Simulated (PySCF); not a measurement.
From one molecule to another.

First species: C2H9FSi4.
InChI=1S/C2H9FSi4/c1-2-6-7(3,4)5/h1H,6H2,4-5H3

Second species: C5H6N2OSi.
Numbering: `[CH2:1]=[CH:2][C@@H:3]([C:4]#[N:5])[O:6][SiH2:7][C:8]#[N:9]` (hydrogens: H10, H11 on C1; H12 on C2; H13 on C3; H14, H15 on Si7)

Levels: CAM-B3LYP/def2-SVPD for dipole moment, HOMO energy, LUMO energy, HOMO–LUMO gap, static isotropic polarisability and electronic spatial extent ⟨r²⟩ about the centre of nuclear charge; TDDFT CAM-B3LYP/def2-SVPD for lowest singlet excitation; TDA CAM-B3LYP/def2-SVPD for lowest triplet excitation (Tamm–Dancoff); GFN2-xTB for rotational constant A and rotational constant C. Geometries: GFN2-xTB. Each species is one conformer at its optimised geometry, gas phase, non-relativistic unless stated. Electronic properties by PySCF.

Dipoles, sizes and rotational constants follow the conformer. The torsions of the flexible species, by atom-mapped SMILES:
- `[CH:1]#[C:2][SiH2:3][Si:4]([F:5])([SiH3:6])[SiH3:7]`: C2–Si3–Si4–F5 180°
- `[CH2:1]=[CH:2][C@@H:3]([C:4]#[N:5])[O:6][SiH2:7][C:8]#[N:9]`: C1–C2–C3–C4 102°, C2–C3–O6–Si7 171°, C3–O6–Si7–C8 -57°

Q: Which has the higher rotational constant C?

A: The second: 0.712 GHz against 0.693 GHz, a difference of 0.019 GHz.

Q: Which of the two has the higher HOMO–LUMO gap, and by how much?

A: The second: 9.66 eV against 8.71 eV, a difference of 0.95 eV.

Q: Which has the higher HOMO energy?

A: The first: -9.11 eV against -10.04 eV, a difference of 0.93 eV.

Q: Which of the two has the higher rotational constant A, and by how much?

A: The second: 1.954 GHz against 1.170 GHz, a difference of 0.784 GHz.

Q: Which of the two has the higher S1 energy, and by how much?

A: The second: 6.91 eV against 5.49 eV, a difference of 1.42 eV.

Q: Which of the two has the higher dipole moment, and by how much?

A: The second: 2.96 D against 1.56 D, a difference of 1.40 D.

Q: Which has the higher T1 energy?

A: The first: 4.84 eV against 4.45 eV, a difference of 0.39 eV.

Q: Which of the two has the higher static isotropic polarisability, and by how much?

A: The first: 136.7 au against 91.0 au, a difference of 45.7 au.

On the first: The vertical singlet–triplet gap S1 − T1 is 0.65 eV (TDDFT singlet less Tamm–Dancoff triplet; S1: HOMO→LUMO, weight 0.90; T1: HOMO→LUMO, weight 0.76). A dipole of 1.56 D is allowed in Cs, and pure rotational transitions are dipole-allowed.

On the second: No computed singlet falls in the visible range (750 to 380 nm, 1.65 to 3.26 eV); S1 lies 3.65 eV above its blue end. The principal polarisabilities are 79.6, 94.0 and 99.4 au; their mean is the isotropic value.
